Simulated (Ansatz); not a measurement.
`CB[SiH2][SiH2]F` + H₂ → `CB[SiH3]` + `F[SiH3]` at 600 K and 1 bar (hydrogenolysis of the Si–Si bond).

Program: Ansatz. Geometries: PBE0-D4/def2-TZVP. ΔE: electronic, gas phase. CCSD(T)/CBS adds triple-zeta CCSD(T) − MP2 to the extrapolated MP2 energy (def2 sets, frozen cores). This one scheme is used for every species. Each species was taken in one conformer, which may not be the lowest.

| species | CCSD(T)/CBS energy (Eh) | H − E (kJ/mol) | S (J/(mol·K)) |
| --- | --- | --- | --- |
| `CB[SiH2][SiH2]F` | -745.64685 | 302.6 | 518.4 |
| H₂ | -1.17544 | 43.9 | 150.8 |
| `CB[SiH3]` | -356.10570 | 243.9 | 396.6 |
| `F[SiH3]` | -390.72345 | 101.0 | 280.0 |

H − E and S are ideal-gas, rigid-rotor, harmonic terms from PBE0-D4/def2-TZVP, for one conformer and one mirror image of each species. For small species the MP2-based limit differs from directly extrapolated CCSD(T) by up to some mEh (0.8 for H₂); such offsets cancel only in part. 1 Eh = 2625.50 kJ/mol, R = 8.31446 J/(mol·K).

Q: By hand: ΔE, ΔH, ΔS and ΔG.

A: ΔE = (-356.10570) + (-390.72345) − (-745.64685) − (-1.17544) = -0.00686 Eh = -18.0 kJ/mol. Δ(H − E) = 243.9 + 101.0 − 302.6 − 43.9 = -1.6, so ΔH = -19.6 kJ/mol. ΔS = 396.6 + 280.0 − 518.4 − 150.8 = 7.4 J/(mol·K). ΔG = -19.6 − 600 × (7.4)/1000 = -24.0 kJ/mol.

Q: By hand: the equilibrium constant, and the temperature at which ΔG would vanish if ΔH and ΔS stayed fixed.

A: log₁₀ K = −ΔG/(RT ln 10) = 2.1. ΔH and −TΔS have one sign here, so there is no such temperature.

The number of gas molecules stays the same, so ΔS is small and ΔH decides. A doubt of 5 kJ/mol in ΔE shifts log₁₀ K by 0.4 here. Other conformers and mirror images would add mixing entropy, several J/(mol·K) or more a flexible species. Modes under 60 cm⁻¹, often nearly free rotors, make the harmonic entropy too high. These are equilibria of isolated gas molecules and say nothing of rates. Largest T1 diagnostic: 0.013 (customary marks: 0.02 for closed shells, 0.045 for open ones).

ΔS is within the doubt of such terms, so its sign, and with it that verdict, could turn.
